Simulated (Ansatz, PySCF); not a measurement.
B2O2, charge -1, doublet, geometry from GFN2-xTB (a state made from the parent by changing its charge; the spin is typed, not shown lowest) (in this run its highest filled SCF level lies above zero, so its values depend strongly on the basis, on diffuse functions most of all). Base run: CCSD(T)/STO-3G (PySCF).

PySCF was given this input:
```python
from pyscf import gto, scf, cc

mol = gto.Mole()
mol.atom = '''
    O    -0.00000000   -0.00000000   -2.02743038
    B    -0.00000000   -0.00000000   -0.76353565
    B     0.00000000    0.00000000    0.76353565
    O     0.00000000    0.00000000    2.02743038
'''
mol.basis = 'sto-3g'
mol.charge = -1
mol.spin = 1
mol.verbose = 3
mol.build()

mf = scf.UHF(mol)
mf.kernel()

mycc = cc.CCSD(mf)
mycc.kernel()
et = mycc.ccsd_t()
print('E(CCSD(T)) = %.10f' % (mycc.e_tot + et))
```

The same geometry, method and basis name were run in Ansatz (an electronic-structure program) and PySCF, at each program's defaults and at the settings that a row names. The base is PySCF at its defaults. Differences at the defaults can come from grids, fitting, cores and function types together.

| code and settings | ΔE vs base (µEh) | basis functions | E (Eh) | SCF cycles |
|---|---|---|---|---|
| PySCF, defaults (exact integrals, spherical functions, all electrons correlated) | 0.0 | 20 | -196.54032 | 13 |
| Ansatz, defaults (factorised integrals, spherical functions, frozen core) | 1161 | 20 | -196.53916 | - |
| PySCF, frozen core | 1153 | 20 | -196.53916 | 13 |
| Ansatz, high accuracy, frozen core | 1153 | 20 | -196.53916 | - |

Open shells are given as the SCF converged; they aren't shown to be the lowest states, and a large step between rows can be another state.

Ansatz warned in this series: the method lies far from an estimate of full CI.
